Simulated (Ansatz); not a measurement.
The cluster Al₄Ga₃⁺. Total charge 1; singlet. Geometry PBE-D4/def2-SVP; atoms count from 1.

```xyz
7

Al    1.7362    0.2017   -1.1567
Al   -0.3375   -1.1714   -1.7005
Al    1.0092    2.2910    0.2448
Al   -2.4418   -0.0341   -0.6320
Ga   -2.2432   -2.3644    0.6432
Ga    2.5758    0.9036    1.8980
Ga   -0.2987    0.1735    0.7032
```

The restricted singlet is unstable towards broken spin symmetry at other levels; at PBE0-D4/def2-TZVP this wasn't settled. Another isomer (singlet) lies 2.17 eV lower at PBE0-D4/def2-TZVP; other spin states weren't run for this one.

(1) Estimate the Mulliken populations from the PBE0/def2-TZVP orbitals of Ansatz.

(2) And the Mayer bond orders between heavy atoms (over 0.3)?

## Answers

(1) 
```json
{"atom": "Al1", "charge (e)": "0.12"}
{"atom": "Al2", "charge (e)": "0.12"}
{"atom": "Al3", "charge (e)": "0.19"}
{"atom": "Al4", "charge (e)": "0.19"}
{"atom": "Ga5", "charge (e)": "0.33"}
{"atom": "Ga6", "charge (e)": "0.33"}
{"atom": "Ga7", "charge (e)": "-0.28"}
```
Mulliken values depend strongly on the basis.

(2) Al1–Al2 0.75 (2.55 Å); Al1–Al3 0.60 (2.62 Å); Al1–Ga7 0.51 (2.76 Å); Al2–Al4 0.60 (2.62 Å); Al2–Ga7 0.51 (2.75 Å); Al3–Ga6 0.53 (2.67 Å); Al3–Ga7 0.68 (2.53 Å); Al4–Ga5 0.53 (2.66 Å); Al4–Ga7 0.68 (2.53 Å); Ga5–Ga7 0.32 (3.20 Å); Ga6–Ga7 0.32 (3.20 Å).
